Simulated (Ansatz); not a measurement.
A nudged elastic band was laid between two geometries of F2H2Si + FH (7 atoms, charge 0, multiplicity 1).

All numbers below come from RKS PBE0-D4/def2-SVP in Ansatz.

```
movable images  : 5
climbing image  : yes
spring          : 5.0 eV/Å²
optimiser       : quadratic models (default)
start path      : through a guess of the saddle point
force threshold : 0.03 eV/Å
iteration limit : 60
end points      : relaxed
```

Initial state:

```xyz
7
Properties=species:S:1:pos:R:3
Si 0.340 0.095 -0.001
H 0.694 0.404 1.397
H 1.474 -0.327 -0.853
F -0.383 1.352 -0.694
F -0.728 -1.141 -0.013
F -2.206 0.174 1.637
H -2.079 -0.558 1.082
```

Final state:

```xyz
7
Properties=species:S:1:pos:R:3
Si -0.479 -0.010 -0.667
H 0.136 -0.011 3.260
H 0.869 -0.145 -0.107
F -0.588 1.288 -1.593
F -0.864 -1.285 -1.551
F -1.569 0.126 0.498
H -0.394 0.037 2.714
```

(1) What changes between the two ends?

(2) Give the energies along the band, and the barrier.

(3) What is the geometry of the highest image?

Answers

(1) Bonds broken: Si1–H2, F6–H7. Bonds formed: Si1–F6, H2–H7. F2H2Si + FH becomes F3HSi + H2.

(2) The run converged. The highest image is number 3 of 0 to 6, 1.29 eV above the first end and 2.34 eV above the last; the last end lies 1.05 eV below the first. Neighbouring images differ by up to 1.5 eV, so the band resolves the path poorly. A vibrational analysis at the climbing image gives one clearly imaginary mode, 1104i cm⁻¹: a first-order saddle point. The orbitals stay closed-shell, which can raise the energy where a bond breaks towards radicals; this wasn't checked here.

| image | path coordinate (Å) | energy (eV) | Si1–H2 (Å) | F6–H7 (Å) | Si1–F6 (Å) |
| --- | --- | --- | --- | --- | --- |
| 0 | 0.00 | 0.00 | 1.48 | 0.93 | 3.03 |
| 1 | 0.92 | 0.16 | 1.48 | 0.92 | 2.84 |
| 2 | 1.85 | 0.31 | 1.50 | 0.93 | 2.62 |
| 3 | 2.77 | 1.29 | 1.69 | 1.17 | 1.88 |
| 4 | 3.69 | -0.26 | 2.32 | 1.80 | 1.63 |
| 5 | 4.60 | -0.97 | 3.11 | 2.23 | 1.60 |
| 6 | 5.52 | -1.05 | 3.97 | 2.51 | 1.60 |

(3) 
```xyz
7
Properties=species:S:1:pos:R:3:forces:R:3
Si -0.231 -0.041 -0.025 0.00 0.00 0.00
H 0.183 0.068 1.614 0.00 0.00 0.00
H 1.217 -0.144 -0.321 0.00 0.00 0.00
F -0.647 1.301 -0.808 0.00 0.00 0.00
F -0.796 -1.432 -0.600 0.00 0.00 0.00
F -1.788 0.122 1.017 0.00 0.00 0.00
H -0.826 0.126 1.677 0.00 0.00 0.00
```

The run took 110 s on 1 thread of Arm Neoverse V2, with other jobs on the host, peak memory 0.16 GiB.
